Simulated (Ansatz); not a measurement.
Harmonic frequencies (cm⁻¹) at PBE0-D4/def2-TZVP from Ansatz: 102, 108, 109, 150, 150, 197, 487, 569, 570, 594, 638, 638, 794, 838, 838, 916, 916, 935, 945, 945, 948, 948, 955, 970, 1040, 1040, 2212, 2212, 2212, 2221, 2221, 2225, 2225, 2226, 2230, 3065.

Q: Which molecule is it?
A. `CN1[SiH2][SiH2]1`
B. `[SiH3]C([SiH3])[SiH3]`
C. `OC[SiH](F)CF`
D. `C[SiH]([SiH3])[SiH3]`

A: B.
